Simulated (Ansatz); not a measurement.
```xyz
4

Al    0.0082    0.0049   -0.0030
Cl    2.0815   -0.0034    0.0091
Cl   -1.0427    1.7931    0.0060
Cl   -1.0380   -1.8072   -0.0072
```

Basis set: cc-pVTZ (spherical functions). Left uncorrelated: 20 orbitals. Charge 0, multiplicity 1.

Computed with Ansatz (development build ahead of 0.2.0); each method stands on the lowest determinant of its kind that the runs found. Restricted open shells among the atoms or ions are ROHF, correlated in semicanonical orbitals with singles.

Problem. Give the atomization energy at this shape (free ground-state atoms in the same class of orbitals less the molecule, no zero-point energy) of singlet AlCl₃ by RHF-MP2, RHF.

Solution.

| method | atomization energy |
| --- | --- |
| RHF-MP2 | 310.60 kcal/mol |
| RHF | 253.86 kcal/mol |
